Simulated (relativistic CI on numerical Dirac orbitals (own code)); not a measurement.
## Slater and spin-orbit integrals, K4+

Method of calculation: Dirac-Coulomb-Breit CI, KLI orbitals optimised for each configuration, QED by a radiative potential, valence Slater integrals scaled by 0.85, P86 correlation energy added to each configuration (own radial code, finite nucleus).

Slater integrals F^k, G^k are unscaled and averaged over j, outside the closed core [Ne]; ζ comes from projecting the Hamiltonian with its Breit term on Σ l·s of the shell.

- 3s2 3p3: F^2(3p,3p) = 80790, ζ(3p) = 1773 cm⁻¹; <r>(3p) = 1.248, <r^2>(3p) = 1.804 (bohr units).
- 3s 3p4: F^2(3p,3p) = 80765, G^1(3s,3p) = 109270, ζ(3p) = 1770.4 cm⁻¹; <r>(3s) = 1.174, <r^2>(3s) = 1.576, <r>(3p) = 1.248, <r^2>(3p) = 1.804 (bohr units).
- 3s2 3p2 3d: F^2(3p,3p) = 80967, ζ(3p) = 1803.3, F^2(3p,3d) = 74304, G^1(3p,3d) = 92348, G^3(3p,3d) = 56898, ζ(3d) = 45.228 cm⁻¹; <r>(3p) = 1.245, <r^2>(3p) = 1.795, <r>(3d) = 1.389, <r^2>(3d) = 2.298 (bohr units).

Averages of the first 10 configurations, taken without configuration mixing, which lowers the lowest level and can move excited configurations by several eV; other configurations of the list can lie among them:

```
Configuration  Parity  States  Average energy above the lowest level (eV)
      3s2 3p3     odd      20                                         5.0
       3s 3p4    even      30                                        25.4
   3s2 3p2 3d    even     150                                        32.7
          3p5     odd       6                                        49.5
    3s 3p3 3d     odd     400                                        51.5
   3s2 3p2 4s    even      30                                        45.6
   3s2 3p2 4p     odd      90                                        51.4
       3p4 3d    even     150                                        74.0
   3s2 3p2 4d    even     150                                        59.2
   3s 3p2 3d2    even    1350                                        78.6
```
